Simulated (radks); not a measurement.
The caesium ion Cs2+ inside a hard spherical wall (all orbitals vanish at R), configuration held at [Kr] 4d10 5s2 5p5 and not refilled when levels cross. Method: scalar-relativistic Kohn-Sham, r2SCAN, spin-unpolarised, spherical densities, finite nucleus; meta-GGA in the generalised Kohn-Sham scheme; Fermi nuclear charge, rms radius 4.8041 fm; computed with a radial shooting solver on a logarithmic mesh with Libxc functionals. Eigenvalues in eV, with the zero of energy where the potential of the charges vanishes at infinity; a dash marks a level that is unbound or too diffuse for the functional's potential to be trusted. A positive occupied level is held by the wall or, in an anion where self-interaction has pushed it up, behind a barrier. The pressure on the wall is -dE/dV.

R (bohr)  E (hartree)  kinetic (hartree)    e(4p)    e(4d)    e(5s)    e(5p)  e(5d, empty)  e(6s, empty)  pressure (GPa)
free       -7786.6297           8204.017  -181.48  -92.626  -43.404  -29.167       -11.470             -               0
15         -7786.6297           8204.017  -181.48  -92.626  -43.404  -29.167       -11.470             -        < 0.0001
12         -7786.6297           8204.017  -181.48  -92.626  -43.404  -29.167       -11.470       -10.444        < 0.0001
10         -7786.6297           8204.017  -181.48  -92.626  -43.404  -29.167       -11.468       -10.424        < 0.0001
6          -7786.6285           8204.033  -181.44  -92.581  -43.370  -29.131       -11.141        -8.667           0.184
4          -7786.4976           8205.091  -179.29  -90.484  -41.781  -27.225        -6.635         5.409            44.0
3.5        -7786.2223           8206.817  -176.53  -87.810  -39.578  -24.439        -1.658        18.781             175
3          -7785.3877           8211.156  -170.98  -82.486  -34.422  -17.843         8.898        45.401             726
2.5        -7782.7871           8222.530  -160.23  -72.225  -21.401   -1.479        32.555        101.49            3340
1.5        -7735.7077           8386.382  -80.548   10.467   158.20   201.48        266.78        598.93          161000
